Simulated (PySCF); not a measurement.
# Structure elucidation problem

The spectra below were simulated for a compound C4H12Si3.

1H NMR (500 MHz, computed): δ 6.49 (t, 1H), 4.11 (s, 9H), 1.09 (m, 2H).

13C{1H} NMR (computed): δ 128.0 (C), 102.6 (CH), 8.1 (CH2), -1.7 (C).

How the numbers were obtained: GFN2-xTB geometry, shielding tensors at PBE0/pcSseg-1 (GIAO), in PySCF 2.14 (no relativistic terms, single conformer, rapidly exchanging positions averaged, no solvent model).

References, each an isolated molecule treated in the same way: TMS for 1H (σref 31.72) and 13C (σref 186.93).

Question: Propose a structure and justify it.

Answer: 
1. Rings plus π bonds: 2 (1 ring in the answer).
2. 4 carbon signals for 4 carbons: no two carbons are equivalent.
3. Carbon types of the structure: 2 × C, 1 × CH, 1 × CH2, leaving 9 H on heteroatoms.
4. δC 128.0: fully substituted alkene carbon; as expected for a trigonal carbon in a double bond.
5. δC 102.6: alkene CH; an sp2 carbon of a C=C bond.
6. δC 8.1: three-membered-ring carbon; carbons of three-membered rings are unusually shielded.
7. δC -1.7: allylic fully substituted sp3 carbon bonded to 3 Si; an electropositive neighbour leaves it electron-rich and shielded.
8. δH 6.49: hydrogen on an alkene CH; olefinic region.
9. δH 4.11: hydrogen on a silicon bonded to C.
10. δH 1.09: hydrogen on a three-membered-ring carbon; cyclopropane-type protons are shielded by the ring.

These data were computed for `InChI=1S/C4H12Si3/c5-4(6,7)3-1-2-3/h1H,2H2,5-7H3`.

This is the structure that produced the data.

Shifts are as computed. Against solution values, carbons near 30 ppm lie about +3 ppm off and those near 130 ppm about +5 ppm. Of 1211 compounds with measured shifts, 218 miss one by over three times the rms of a fit or turn the order of signals round; such compounds aren't used in these exercises. Multiplicities follow the n + 1 count of equivalent neighbours, as no J values were calculated; m marks all less simple cases, F and P coupling included.
